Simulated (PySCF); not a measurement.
Mapped SMILES: `[NH2:1][CH2:2][C:3]#[C:4][SiH2:5][N:6]([SiH3:7])[SiH3:8]`. Hydrogens are named by the atom that carries them.

PySCF 2.14 calculation with shieldings: GIAO PBE0/pcSseg-1 and GFN2-xTB structure; non-relativistic Hamiltonian, isolated molecule, single conformer, averaged over atoms made equivalent by symmetry, fast rotation or ring inversion.

Predict the 2D correlation tables (HSQC, COSY, HMBC).

## Answers



HSQC (one-bond C–H):
| δH | δC |
| --- | --- |
| 3.66 (H(C2)) | 36.9 (C2) |

HMBC (two and three bonds, from the bond graph):
| δH | δC |
| --- | --- |
| 5.07 (H(Si5)) | 121.7 (C3), 87.1 (C4) |
| 3.66 (H(C2)) | 121.7 (C3), 87.1 (C4) |

No COSY cross peaks are expected.

References, each an isolated molecule treated in the same way: ¹H, ¹³C vs TMS.

Short H···H contacts in this conformer between protons four or more bonds apart (candidates for NOE cross peaks, intensity ∝ r⁻⁶): H(Si5)···H(Si7) 2.66 Å.

Exchangeable OH/NH protons stand at their gas-phase positions; hydrogen bonding in a real sample shifts them, mostly to higher δ. Shifts are as computed. Against solution values, carbons near 30 ppm lie about +3 ppm off and those near 130 ppm about +5 ppm. Of 1211 compounds with measured shifts, 218 miss one by over three times the rms of a fit or turn the order of signals round; such compounds aren't used in these exercises.
